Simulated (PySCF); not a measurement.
Al(PH2)3 (AlH6P3), SMILES [PH2][Al]([PH2])[PH2].

Geometry optimised at PBE0-D3(BJ)/def2-SVP. One conformer was computed; it need not be the lowest.

All values below come from PBE/def2-TZVP run with PySCF.

Symmetry labels are those of the subgroup Cs that the program uses (full group Cs).

Computed valence orbital energies around the gap with their symmetry:
```csv
orbital,symmetry,energy (eV)
HOMO−7,A',-9.73
HOMO−6,A',-9.52
HOMO−5,A",-9.37
HOMO−4,A',-8.04
HOMO−3,A",-7.72
HOMO−2,A',-6.90
HOMO−1,A',-6.13
HOMO,A",-6.05
LUMO,A',-2.20
LUMO+1,A',-1.13
LUMO+2,A',-0.99
LUMO+3,A",-0.79
```
